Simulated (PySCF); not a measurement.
# Dipole response of Al⁻ (aluminium, charge -1)

[Ne] 3s2 3p2, high-spin 3P determinant. Calculation: PySCF 2.14, in dyall-acv3z (19s12p6d4f, 113 functions); the spin-free X2C one-electron Hamiltonian (Gaussian nucleus). Coupled (time-dependent) response in atomic units; α is the mean over directions.

| method | mean α (bohr³) | α xx, yy, zz | C₆ (like pair) | S(−4) |
| --- | --- | --- | --- | --- |
| wB97X-V | 311.6 | 148.8, 393.0, 393.0 | 5489 | 97280 |

S(−4) is the Cauchy moment in α(ω) = α(0) + S(−4) ω² + …

α(iu) at wB97X-V:

```
u (hartree)  α(iu) (bohr³)
          0          311.6
     0.0500          198.8
      0.100          120.2
      0.200          55.78
      0.300          31.31
      0.500          13.64
      0.750          6.713
       1.00          4.026
       1.50          1.980
       2.00          1.220
       3.00         0.6369
       5.00         0.2885
```

A single London oscillator, α(iu) = α/(1 + u²/ω²), gives C₆ = (3/4) ω α². Matching the computed C₆ needs ω = 4 × 5489 / (3 × 311.6²) = 0.0754 hartree.

For an ion, C₆ is the dispersion term alone; charge-induced terms of lower order in 1/R come first.

The components differ because the open shell of this determinant is not spherical; for a pure term their mean is the scalar polarisability.
